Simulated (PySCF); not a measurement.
PySCF input for C3H10Si, SMILES C[SiH](C)C, PBE/pcSseg-1. Coordinates come from a PBE0-D3(BJ)/def2-SVP optimisation. The isomer is the one that the SMILES or the coordinates give; other isomers of the formula were not compared.

```python
import numpy as np
from pyscf import gto, scf, dft
from pyscf.prop.nmr import rks as nmr

mol = gto.M(
    atom='''
    Si    0.00000000   -0.00000000    0.38023374
    C    -1.54397959    0.89141703   -0.22390390
    C     1.54397959    0.89141702   -0.22390391
    C    -0.00000001   -1.78283406   -0.22390390
    H     0.00000000    0.00000001    1.88148285
    H    -1.57844050    0.91131305   -1.32514184
    H    -2.45781286    0.39147385    0.13349009
    H    -1.56793272    1.93279146    0.13349009
    H     2.45781286    0.39147384    0.13349008
    H     1.57844051    0.91131304   -1.32514184
    H     1.56793272    1.93279145    0.13349009
    H    -0.00000001   -1.82262610   -1.32514184
    H    -0.88988014   -2.32426530    0.13349008
    H     0.88988013   -2.32426530    0.13349008
    ''',
    basis='pcSseg-1',
    charge=0,
    spin=0,
    max_memory=1600,
    verbose=3,
)
mf = dft.RKS(mol, xc='pbe')
mf.grids.level = 3
mf.conv_tol = 1e-10
mf.max_cycle = 100
mf.kernel()
n = nmr.NMR(mf)
n.verbose = 2
n.max_cycle_cphf = 60
sigma = n.kernel()
print('atom   isotropic/ppm   span/ppm')
for i, s in enumerate(sigma):
    w = np.linalg.eigvalsh((s + s.T) / 2)
    print(f'{mol.atom_symbol(i):2s}{i + 1:3d} {w.mean():14.3f} {w[2] - w[0]:11.3f}')
```

It prints:

```
converged SCF energy = -409.500806735164
atom   isotropic/ppm   span/ppm
Si  1        352.055      46.573
C   2        182.200       8.227
C   3        182.200       8.227
C   4        182.200       8.230
H   5         26.824       7.079
H   6         31.228       9.423
H   7         31.048      11.120
H   8         31.048      11.119
H   9         31.048      11.120
H  10         31.228       9.423
H  11         31.048      11.119
H  12         31.228       9.423
H  13         31.048      11.119
H  14         31.048      11.119
```

Self-consistency was reached.
